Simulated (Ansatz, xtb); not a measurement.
## C7H5NO: which of two isomers lies lower

Structure X is `C#Cc1ncoc1C=C`, a singlet and structure Y is `C#Cc1nc(C=C)co1`, a singlet. Both are isolated molecules in the gas phase, relaxed with B3LYP/def2-SVP; each stands in its lowest conformer found.

Energies in hartree; the thermal terms are from GFN2-xTB frequencies at re-optimised GFN2-xTB minima (ideal gas, soft modes damped towards free rotors, one conformer each, 298.15 K, 1 atm) and include the zero-point energy:

|  | X | Y |
| --- | --- | --- |
| E, CCSD(T)/def2-SVP | −398.223251 | −398.217959 |
| E, MP2/def2-SVP | −398.127831 | −398.122383 |
| E, MP2/def2-TZVPP | −398.849857 | −398.844562 |
| zero-point energy | 0.097493 | 0.097322 |
| H(298 K) − E | 0.106624 | 0.106474 |
| G(298 K) − E | 0.064484 | 0.064262 |

Correct the CCSD(T) difference for the basis set by the MP2 change, then work out ΔE, ΔE₀, ΔH and ΔG for X → Y in kJ/mol (1 Eh = 2625.50 kJ/mol) and the equilibrium ratio [Y]/[X].

1. Differences Y − X: CCSD(T) +0.005292, MP2 in the small set +0.005448, MP2 in the large set +0.005295 Eh.
2. ΔE = +0.005292 + (+0.005295 − (+0.005448)) = +0.005139 Eh = +13.49 kJ/mol.
3. ΔE₀ = ΔE + ΔZPE = +0.005139 + (−0.000171) Eh = +13.04 kJ/mol.
4. ΔH = ΔE + (−0.000150) Eh = +13.10 kJ/mol.
5. ΔG = ΔE + (−0.000222) Eh = +12.91 kJ/mol, so ΔS = (ΔH − ΔG)/T = +0.6 J/(mol K).
6. kT = 0.9442 mEh, so K = [Y]/[X] = exp(−ΔG/kT) = exp(−5.21) ≈ 0.0055.

Structure X is favoured at this temperature. An error of 4 kJ/mol in ΔG would change K by a factor of 5. Mirror images and further conformers aren't counted.

As drawn, both hold the same kinds of bond in the same numbers.

Other levels gave ΔE = +8.7 (GFN2-xTB); +9.1 (HF/STO-3G, GFN2-xTB geometries); +14.0 (r2SCAN-D4/def2-SVP, GFN2-xTB geometries); +13.2 (B3LYP/def2-SVP); +16.3 (HF/def2-SVP); +14.3 (MP2/def2-SVP); +13.9 (CCSD(T)/def2-SVP) kJ/mol. The correlated steps freeze 9 core orbitals. Programs: Ansatz 0.2.0, xtb 6.7.1.
